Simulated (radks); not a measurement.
Task: Isoelectronic series with 18 electrons, all held in the configuration [Ar], which need not be the ground one along the series. Method: non-relativistic Kohn-Sham, r2SCAN, spin-polarised, spherical densities, point nucleus; meta-GGA in the generalised Kohn-Sham scheme; computed with a radial shooting solver on a logarithmic mesh with Libxc functionals. Total energies (hartree) and orbital eigenvalues (hartree):

| ion | E (hartree) | 3p | 3s | 2p | 2s |
|---|---|---|---|---|---|
| Ar | -527.51772 | -0.39422 | -0.92509 | -8.56693 | -11.03490 |
| K+ | -599.73128 | -0.93636 | -1.56173 | -10.65076 | -13.32650 |
| Ca2+ | -676.88079 | -1.60816 | -2.32901 | -13.00893 | -15.89381 |
| Sc3+ | -758.95295 | -2.40282 | -3.21957 | -15.63281 | -18.72798 |
| V5+ | -937.83463 | -4.34779 | -5.35683 | -21.66090 | -25.17926 |
| Cr6+ | -1034.63450 | -5.49450 | -6.59979 | -25.06034 | -28.79133 |
| Mn7+ | -1136.33610 | -6.75590 | -7.95744 | -28.71473 | -32.65889 |
| Fe8+ | -1242.93720 | -8.13126 | -9.42907 | -32.62311 | -36.78091 |
| Co9+ | -1354.43606 | -9.62006 | -11.01414 | -36.78476 | -41.15660 |
| Ni10+ | -1470.83132 | -11.22190 | -12.71223 | -41.19912 | -45.78535 |
| Cu11+ | -1592.12189 | -12.93646 | -14.52304 | -45.86577 | -50.66668 |
| Zn12+ | -1718.30689 | -14.76350 | -16.44630 | -50.78436 | -55.80020 |
| Ga13+ | -1849.38558 | -16.70282 | -18.48183 | -55.95460 | -61.18563 |
| Ge14+ | -1985.35737 | -18.75425 | -20.62946 | -61.37629 | -66.82269 |
| As15+ | -2126.22174 | -20.91767 | -22.88906 | -67.04923 | -72.71119 |
| Se16+ | -2271.97828 | -23.19296 | -25.26052 | -72.97327 | -78.85094 |

Estimate the row of Ti4+.

Result: E (hartree) -845.93944; 3p -3.31676; 3s -4.22960; 2p -18.51776; 2s -21.82414.
